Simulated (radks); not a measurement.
Problem. The selenium ion Se7+ is in [Ar] 3d(3/2: 4, 5/2: 5). Calculated with a radial shooting solver on a logarithmic mesh with Libxc functionals: Dirac Kohn-Sham, PBE, spin-unpolarised, spherical densities, finite nucleus; Fermi nuclear charge, rms radius of each element as measured or else 0.836 A^(1/3) + 0.57 fm. Sub-shells are occupied by j as written (lower j first in brackets). One electron is removed from 3d5/2, 3d3/2, 3p1/2, 3p3/2 in turn, with full relaxation. Which removal costs least, and what does each cost?

Solution. 3d5/2 188.17 eV; 3d3/2 189.21 eV; 3p3/2 287.42 eV; 3p1/2 293.69 eV. The 3d5/2 electron leaves first.
